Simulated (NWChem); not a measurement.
System: C3H8N, doublet; SMILES C[CH]NC

The following NWChem deck was run.

```
start job
memory heap 200 mb stack 900 mb global 1100 mb
geometry units angstroms noautoz
  C      0.504835     1.545177     0.068113
  C     -0.673076     0.667834    -0.167217
  N     -0.616815    -0.680196     0.168223
  C      0.566840    -1.458255    -0.085859
  H      1.400855     1.218750    -0.488393
  H      0.281092     2.571217    -0.257632
  H      0.801380     1.600027     1.138143
  H     -1.673205     1.101970    -0.073496
  H     -1.473928    -1.177654    -0.042112
  H      0.848839    -1.511749    -1.158301
  H      0.417883    -2.484878     0.279096
  H      1.428135    -1.043666     0.460396
end
basis spherical
  * library sto-3g
end
dft
  odft
  mult 2
  xc hfexch
  iterations 150
  mulliken
end
task dft energy
```

Excerpt of the output:

```
             Northwest Computational Chemistry Package (NWChem) 7.3.0
             --------------------------------------------------------

 C1  symmetry detected

                             Geometry "geometry" -> ""
                             -------------------------

 Output coordinates in angstroms (scale by  1.889725989 to convert to a.u.)

  No.       Tag          Charge          X              Y              Z
 ---- ---------------- ---------- -------------- -------------- --------------
    1 C                    6.0000     0.50882900     1.54216308     0.05615107
    2 C                    6.0000    -0.67202647     0.66798773    -0.17619156
    3 N                    7.0000    -0.62429237    -0.67649516     0.17446125
    4 C                    6.0000     0.55694588    -1.46305764    -0.06421903
    5 H                    1.0000     1.40637362     1.20523984    -0.49157307
    6 H                    1.0000     0.29198040     2.56559957    -0.28220267
    7 H                    1.0000     0.79957097     1.60744096     1.12718775
    8 H                    1.0000    -1.67052511     1.10798318    -0.09300404
    9 H                    1.0000    -1.48263375    -1.17209224    -0.03525661
   10 H                    1.0000     0.84475196    -1.52981286    -1.13437243
   11 H                    1.0000     0.40087988    -2.48483416     0.31121574
   12 H                    1.0000     1.41715814    -1.04661722     0.48233369

 Effective nuclear repulsion energy (a.u.)     126.9222826741

  xc_inp: hfexch multiplicative factor not found.

                                 NWChem DFT Module
                                 -----------------

 Summary of "ao basis" -> "ao basis" (spherical)
 ------------------------------------------------------------------------------
       Tag                 Description            Shells   Functions and Types
 ---------------- ------------------------------  ------  ---------------------
 C                           sto-3g                  3        5   2s1p
 N                           sto-3g                  3        5   2s1p
 H                           sto-3g                  1        1   1s

            General Information
            -------------------
          SCF calculation type: DFT
          Wavefunction type:  spin polarized.
          No. of atoms     :    12
          No. of electrons :    33
           Alpha electrons :    17
            Beta electrons :    16
          Charge           :     0
          Spin multiplicity:     2
          Use of symmetry is: off; symmetry adaption is: off
          Maximum number of iterations: 150
          AO basis - number of functions:    28
                     number of shells:    20
          Convergence on energy requested:  1.00D-06
          Convergence on density requested:  1.00D-05
          Convergence on gradient requested:  5.00D-04

              XC Information
              --------------
                     Hartree-Fock (Exact) Exchange  1.000

      Superposition of Atomic Density Guess
      -------------------------------------

 Sum of atomic energies:        -168.88359865

      Non-variational initial energy
      ------------------------------

 Total energy =    -169.820821
 1-e energy   =    -482.187095
 2-e energy   =     185.443992
 HOMO         =       0.134252
 LUMO         =       0.524842

     ---------------------------------------------
      Total Density - Mulliken Population Analysis
     ---------------------------------------------

    Atom       Charge   Shell Charges
 -----------   ------   -------------------------------------------------------
    1 C    6     6.11   1.99  1.29  2.83
    2 C    6     6.07   1.99  1.28  2.79
    3 N    7     7.41   2.00  1.54  3.87
    4 C    6     5.90   1.99  1.25  2.66
    5 H    1     0.96   0.96
    6 H    1     0.95   0.95
    7 H    1     0.97   0.97
    8 H    1     0.95   0.95
    9 H    1     0.76   0.76
   10 H    1     0.98   0.98
   11 H    1     0.97   0.97
   12 H    1     0.97   0.97

     --------------------------------------------
      Spin Density - Mulliken Population Analysis
     --------------------------------------------

    Atom       Charge   Shell Charges
 -----------   ------   -------------------------------------------------------
    1 C    6     0.01   0.00  0.00  0.01
    2 C    6     0.68   0.00  0.03  0.66
    3 N    7     0.20   0.00  0.01  0.20
    4 C    6     0.01   0.00  0.00  0.01
    5 H    1     0.01   0.01
    6 H    1     0.00   0.00
    7 H    1     0.05   0.05
    8 H    1     0.01   0.01
    9 H    1     0.00   0.00
   10 H    1     0.02   0.02
   11 H    1     0.00   0.00
   12 H    1     0.00   0.00

   convergence    iter        energy       DeltaE   RMS-Dens  Diis-err
 ---------------- ----- ----------------- --------- --------- ---------
 d= 0,ls=0.0,diis     1   -170.5137669567 -2.97D+02  8.22D-03  2.87D-02
                                                     9.19D-03  4.35D-02
 d= 0,ls=0.0,diis     2   -170.5487074502 -3.49D-02  3.37D-03  3.62D-03
                                                     3.25D-03  3.78D-03
 d= 0,ls=0.0,diis     3   -170.5534064437 -4.70D-03  1.28D-03  4.48D-04
                                                     1.77D-03  7.66D-04
 d= 0,ls=0.0,diis     4   -170.5545176485 -1.11D-03  1.09D-03  1.32D-04
                                                     1.57D-03  1.65D-04
 d= 0,ls=0.0,diis     5   -170.5549198835 -4.02D-04  2.39D-04  8.43D-06
                                                     2.63D-04  6.44D-06
  Resetting Diis
 d= 0,ls=0.0,diis     6   -170.5549346289 -1.47D-05  7.61D-05  8.21D-07
                                                     8.00D-05  1.53D-06
 d= 0,ls=0.0,diis     7   -170.5549366946 -2.07D-06  2.03D-05  2.07D-07
                                                     1.91D-05  1.98D-07
 d= 0,ls=0.0,diis     8   -170.5549369558 -2.61D-07  2.66D-05  7.66D-08
                                                     2.63D-05  9.61D-08
 d= 0,ls=0.0,diis     9   -170.5549371388 -1.83D-07  1.16D-05  1.32D-08
                                                     1.03D-05  9.22D-09
 d= 0,ls=0.0,diis    10   -170.5549371619 -2.31D-08  2.71D-06  6.76D-10
                                                     3.21D-06  1.23D-09

         Total DFT energy =     -170.554937161856
      One electron energy =     -482.400470814281
           Coulomb energy =      210.059134771739
    Exchange-Corr. energy =      -25.135883793425
 Nuclear repulsion energy =      126.922282674111

 Numeric. integr. density =        0.000000000000

                    DFT Final Alpha Molecular Orbital Analysis
                    ------------------------------------------

 Vector   15  Occ=1.000000D+00  E=-4.537950D-01
              MO Center= -2.7D-01,  5.6D-01, -4.1D-02, r^2= 2.8D+00
   Bfn.  Coefficient  Atom+Function         Bfn.  Coefficient  Atom+Function
  ----- ------------  ---------------      ----- ------------  ---------------
     8     -0.408543   2 C  px                3      0.385851   1 C  px
    24      0.350352   8 H  s                13      0.276900   3 N  px
    18     -0.257097   4 C  px               21      0.231422   5 H  s
    25     -0.198050   9 H  s                23      0.164449   7 H  s
    22     -0.130646   6 H  s                10     -0.124654   2 C  pz

 Vector   16  Occ=1.000000D+00  E=-4.057844D-01
              MO Center= -8.9D-02, -4.9D-02,  1.1D-03, r^2= 2.6D+00
   Bfn.  Coefficient  Atom+Function         Bfn.  Coefficient  Atom+Function
  ----- ------------  ---------------      ----- ------------  ---------------
    15      0.539852   3 N  pz               10      0.475074   2 C  pz
    26      0.265384  10 H  s                23     -0.243173   7 H  s
    20     -0.226693   4 C  pz               21      0.217648   5 H  s
     5     -0.215384   1 C  pz               28     -0.181683  12 H  s
    12      0.161268   3 N  s                 7     -0.123007   2 C  s

 Vector   17  Occ=1.000000D+00  E=-2.087704D-01
              MO Center= -5.0D-01,  6.8D-02, -1.6D-02, r^2= 1.7D+00
   Bfn.  Coefficient  Atom+Function         Bfn.  Coefficient  Atom+Function
  ----- ------------  ---------------      ----- ------------  ---------------
    10      0.747329   2 C  pz               15     -0.699226   3 N  pz
    23     -0.211096   7 H  s                26     -0.189378  10 H  s
     7     -0.177784   2 C  s                12     -0.177324   3 N  s
    21      0.119964   5 H  s                28      0.093894  12 H  s
    24      0.087407   8 H  s                 5     -0.077114   1 C  pz

 Vector   18  Occ=0.000000D+00  E= 5.939783D-01
              MO Center= -5.7D-01, -2.1D-01, -6.0D-02, r^2= 3.5D+00
   Bfn.  Coefficient  Atom+Function         Bfn.  Coefficient  Atom+Function
  ----- ------------  ---------------      ----- ------------  ---------------
    12      0.854008   3 N  s                25     -0.828842   9 H  s
    22     -0.438252   6 H  s                19     -0.420986   4 C  py
    24     -0.420348   8 H  s                 8     -0.342329   2 C  px
     9      0.333933   2 C  py                3     -0.318782   1 C  px
    21      0.309095   5 H  s                27     -0.305700  11 H  s

 Vector   19  Occ=0.000000D+00  E= 6.242583D-01
              MO Center= -3.0D-01, -4.0D-01,  5.4D-04, r^2= 2.7D+00
   Bfn.  Coefficient  Atom+Function         Bfn.  Coefficient  Atom+Function
  ----- ------------  ---------------      ----- ------------  ---------------
     7      0.842692   2 C  s                12     -0.838088   3 N  s
    18     -0.747460   4 C  px               24     -0.637030   8 H  s
    27     -0.356806  11 H  s                13     -0.354595   3 N  px
    17      0.329066   4 C  s                28      0.323209  12 H  s
     8     -0.248382   2 C  px                9     -0.245175   2 C  py

[...]
```

Level: UHF/STO-3G. The geometry was optimised at PBE0/def2-SVP, spin-unrestricted. Not confirmed as a minimum by frequencies. No stability test was run on the SCF state.
